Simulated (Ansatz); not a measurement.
Correlation energies of Cl2F2H3NSi2 (`F[SiH](F)N[SiH](Cl)Cl`) by basis set

```xyz
10

F     2.783   -0.209   -0.335
Si    1.326   -0.799   -0.123
F     1.033   -1.780   -1.331
N     0.278    0.549   -0.149
Si   -1.410    0.633    0.086
Cl   -1.864    1.934    1.591
Cl   -2.016   -1.252    0.577
H     1.287   -1.590    1.111
H     0.742    1.431   -0.328
H    -2.157    1.084   -1.100
```

The species carries charge 0 and has multiplicity 1. The geometry is a stationary point of PBE0-D4/def2-TZVP. It is one conformer, not always the lowest. Frozen core, restricted reference, Ansatz. CBS rows extrapolate triple and quadruple zeta; past MP2 they add the triple-zeta difference.

```csv
basis,HF (Eh),MP2 corr.
def2-TZVPP,-1752.43680,-1.31094
def2-QZVPP,-1752.49377,-1.43415
```

Problem. Estimate the CCSD correlation energy and the (T) correction in each basis where they were run (hartree).

Solution. 
| basis | CCSD corr. | (T) |
| --- | --- | --- |
| def2-TZVPP | -1.36046 | -0.04947 |
| CBS(def2) | -1.57494 | as TZ |
